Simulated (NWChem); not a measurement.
BGeH$_{3}$F$_{2}$; SMILES F[B]([GeH3])F

```xyz
7

B     -0.0004     1.0399    -0.0052
F     -1.1213     1.7330     0.0044
F      1.1210     1.7324     0.0046
Ge    -0.0012    -1.0362    -0.0040
H     -0.0046    -1.5427     1.4512
H     -1.2549    -1.5855    -0.7049
H      1.2550    -1.5867    -0.6996
```
Atoms are numbered in this order, from 1.

Program: NWChem. All runs use the structure optimised with PBE0/def2-SVP. Vzz is the largest principal value of the second derivative of the potential at the nucleus (NWChem prints the opposite sign); η is the asymmetry. Non-relativistic.

| level | Vzz B1 (a.u.) | η B1 | Vzz Ge4 (a.u.) | η Ge4 |
|---|---|---|---|---|
| PBE/def2-SVP | ___ | ___ | ___ | ___ |
| PBE/cc-pVTZ | 0.335 | 0.38 | -0.102 | 0.69 |
| CAM-B3LYP/def2-TZVP | 0.372 | 0.45 | -0.143 | 0.40 |
| CAM-B3LYP/cc-pVTZ | 0.373 | 0.42 | -0.132 | 0.45 |

Problem. Fill in the missing entries.

Solution. 
- PBE/def2-SVP, Vzz B1 (a.u.): 0.295
- PBE/def2-SVP, η B1: 0.51
- PBE/def2-SVP, Vzz Ge4 (a.u.): -0.235
- PBE/def2-SVP, η Ge4: 0.21
